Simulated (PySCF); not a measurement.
Spectrum to structure. The calculation used TDDFT PBE0/def2-SVPD, vertical, gas phase, core orbitals frozen in the response (PySCF). Geometries: GFN2-xTB, one conformer each.

```csv
state,E (eV),f
S1,5.39,0.0000
S2,5.75,0.157
S3,6.25,0.011
S4,7.04,0.076
S5,7.11,0.0014
S6,7.45,0.0064
S7,7.47,0.0002
S8,7.52,0.0001
```

Triplets computed (Tamm–Dancoff): 3.83, 4.93, 5.60 eV.

**Question.** Which structure fits?
A. `COC1=C(F)COC1=O`
B. `C1CC(=COC=1)CF`
C. `FC(F)(/C(=N\C=C)C#N)F`

**Answer.** A. Its S1, at 5.39 eV, is the highest among the candidates; the nearest of the others has S1 at 5.11 eV. S1 is HOMO-1→LUMO (97%). Löwdin shares by element: HOMO carbon 44% or more, oxygen 26% or more, fluorine 9% (atoms not listed hold the other 21%); LUMO carbon 57% or more, oxygen 18% or more (atoms not listed hold the other 26%). At the same level the other candidates give, for their lowest levels:
- `C=C/N=C(/C#N)C(F)(F)F`: 3.72 eV (f 0.000); 4.92 eV (f 0.652); 5.55 eV (f 0.000); 6.41 eV (f 0.007); 6.42 eV (f 0.013); T1 2.58 eV; HOMO -8.40, LUMO -3.37 eV
- `FCC1=COC=CC1`: 5.11 eV (f 0.034); 5.71 eV (f 0.001); 6.37 eV (f 0.004); 6.47 eV (f 0.035); 6.59 eV (f 0.017); T1 3.79 eV; HOMO -6.27, LUMO -0.01 eV

Shape of the structure used: `[CH3:1][O:2][C:3]1=[C:4]([F:5])[CH2:6][O:7][C:8]1=[O:9]`: C1–O2–C3–C4 0°.
